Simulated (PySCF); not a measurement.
C7H5NS.
Numbering: `[cH:1]1[cH:2][c:3]2[cH:4][cH:5][s:6][c:7]2[cH:8][n:9]1` (hydrogens: H10 on C1; H11 on C2; H12 on C4; H13 on C5; H14 on C8)

The same species was optimised twice, with GFN2-xTB and with PBE0-D3(BJ)/def2-SVP (PySCF), and the same property calculations (PySCF, gas phase) were run on both structures.

```tsv
coordinate	GFN2-xTB	PBE0-D3(BJ)/def2-SVP	change
C4–C5 (Å)	1.350	1.362	+0.012
C7–C8 (Å)	1.389	1.400	+0.011
C1–N9 (Å)	1.332	1.342	+0.010
C3–C4 (Å)	1.425	1.435	+0.010
C2–C3 (Å)	1.397	1.405	+0.008
C1–C2 (Å)	1.379	1.386	+0.007
C8–N9 (Å)	1.314	1.321	+0.007
C3–C7 (Å)	1.411	1.414	+0.003
S6–C7 (Å)	1.740	1.736	-0.004
C5–S6 (Å)	1.731	1.730	-0.001
C2–C3–C4 (°)	130.6	131.1	+0.5
C5–S6–C7 (°)	90.5	90.9	+0.4
C1–N9–C8 (°)	119.2	118.8	-0.4
C2–C3–C7 (°)	117.6	117.2	-0.4
C1–C2–C3 (°)	117.7	118.1	+0.4
S6–C7–C8 (°)	128.8	128.4	-0.4
C3–C7–C8 (°)	119.8	120.1	+0.3
C4–C5–S6 (°)	114.0	113.7	-0.3
```

Rotational constants: A = 3257, B = 1329, C = 944.2 MHz (GFN2-xTB) against A = 3231, B = 1318, C = 936.0 MHz (PBE0-D3(BJ)/def2-SVP). Point groups within 0.08 Å: Cs and Cs.

On the GFN2-xTB structure: lowest triplet, Tamm–Dancoff (eV) 3.48 [PBE0/def2-SVPD]; isotropic polarisability (au) 102.0 [PBE0/def2-SVPD]; HOMO (eV) -6.83 [PBE0/def2-SVPD]; LUMO (eV) -1.35 [PBE0/def2-SVPD]; dipole (D) 2.80 [PBE0/def2-SVPD]; HOMO (eV) -6.85 [PBE0/pcSseg-1]; LUMO (eV) -1.33 [PBE0/pcSseg-1]; dipole (D) 2.78 [PBE0/pcSseg-1]; GIAO shielding of C1 (ppm) 37.7 [PBE0/pcSseg-1]; GIAO shielding of C2 (ppm) 64.3 [PBE0/pcSseg-1]; GIAO shielding of C3 (ppm) 37.8 [PBE0/pcSseg-1]; GIAO shielding of C4 (ppm) 59.0 [PBE0/pcSseg-1]; GIAO shielding of C5 (ppm) 47.0 [PBE0/pcSseg-1]; GIAO shielding of S6 (ppm) 330.8 [PBE0/pcSseg-1]; GIAO shielding of C7 (ppm) 43.2 [PBE0/pcSseg-1]; GIAO shielding of C8 (ppm) 37.2 [PBE0/pcSseg-1].

Question: What do these properties become on the PBE0-D3(BJ)/def2-SVP structure?

Answer: 
```csv
property,level,on GFN2-xTB,on PBE0-D3(BJ)/def2-SVP,change
"lowest triplet, Tamm–Dancoff (eV)",PBE0/def2-SVPD,3.48,3.43,-0.05
isotropic polarisability (au),PBE0/def2-SVPD,102.0,103.4,+1.4
HOMO (eV),PBE0/def2-SVPD,-6.83,-6.82,+0.01
LUMO (eV),PBE0/def2-SVPD,-1.35,-1.39,-0.04
dipole (D),PBE0/def2-SVPD,2.80,2.82,+0.02
"energy, GFN2-xTB geometry as zero (kcal/mol)",PBE0/def2-SVPD,0.0,-0.8,-0.8
HOMO (eV),PBE0/pcSseg-1,-6.85,-6.84,+0.01
LUMO (eV),PBE0/pcSseg-1,-1.33,-1.37,-0.04
dipole (D),PBE0/pcSseg-1,2.78,2.81,+0.03
"energy, GFN2-xTB geometry as zero (kcal/mol)",PBE0/pcSseg-1,0.0,-0.3,-0.3
GIAO shielding of C1 (ppm),PBE0/pcSseg-1,37.7,35.2,-2.5
GIAO shielding of C2 (ppm),PBE0/pcSseg-1,64.3,62.0,-2.3
GIAO shielding of C3 (ppm),PBE0/pcSseg-1,37.8,36.9,-0.9
GIAO shielding of C4 (ppm),PBE0/pcSseg-1,59.0,56.3,-2.7
GIAO shielding of C5 (ppm),PBE0/pcSseg-1,47.0,45.0,-2.0
GIAO shielding of S6 (ppm),PBE0/pcSseg-1,330.8,328.5,-2.3
GIAO shielding of C7 (ppm),PBE0/pcSseg-1,43.2,42.2,-1.0
GIAO shielding of C8 (ppm),PBE0/pcSseg-1,37.2,34.8,-2.4
```

The heavy atoms differ by 0.012 Å rms after alignment. Among bonds between heavy atoms C4–C5 and C7–C8 change most and about equally (+0.011 to +0.012 Å). Changes are differences of the printed values. Neither structure is proved a minimum here.
